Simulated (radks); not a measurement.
Effect of the nuclear size on the copper ion Cu21+, [He] 2s2 2p4. All-electron calculation, Dirac Kohn-Sham, relativistic LDA (MacDonald-Vosko exchange, VWN5 correlation), spin-unpolarised, spherical densities, finite nucleus; open shells are shared between the two j in proportion to 2j + 1; Fermi nuclear charge, rms radius 3.8823 fm. Program: a radial shooting solver on a logarithmic mesh with Libxc functionals. The rms radius is varied about that value; shifts are against it.

| rms radius (fm) | total energy shift (eV) | density at nucleus (e/bohr^3) | 1s1/2 shift (meV) | 2s1/2 shift (meV) | 2p1/2 shift (meV) | 2p3/2 shift (meV) | 3s1/2 (empty) shift (meV) | 3p1/2 (empty) shift (meV) |
|---|---|---|---|---|---|---|---|---|
| 3.3038 | -0.0534 | 2.211e+04 | -22.8 | -2.38 | 0.183 | 0.194 | -0.607 | 0.044 |
| 3.498 | -0.0364 | 2.205e+04 | -15.5 | -1.62 | 0.124 | 0.132 | -0.414 | 0.030 |
| 3.8823 | 0 | 2.193e+04 | 0.000 | 0.000 | 0.000 | 0.000 | 0.000 | 0.000 |
| 4.1114 | 0.0234 | 2.186e+04 | 9.98 | 1.04 | -0.080 | -0.085 | 0.266 | -0.019 |
| 4.7869 | 0.0998 | 2.169e+04 | 42.5 | 4.44 | -0.341 | -0.362 | 1.13 | -0.083 |

Slopes of the eigenvalues against <r^2> in GHz/fm^2, as finite differences over the two radii next to the reference (eigenvalue slopes, not the field-shift constants of lines): 1s1/2 1320, 2s1/2 138, 2p1/2 -10.6, 2p3/2 -11.2, 3s1/2 (empty) 35.2, 3p1/2 (empty) -2.57.
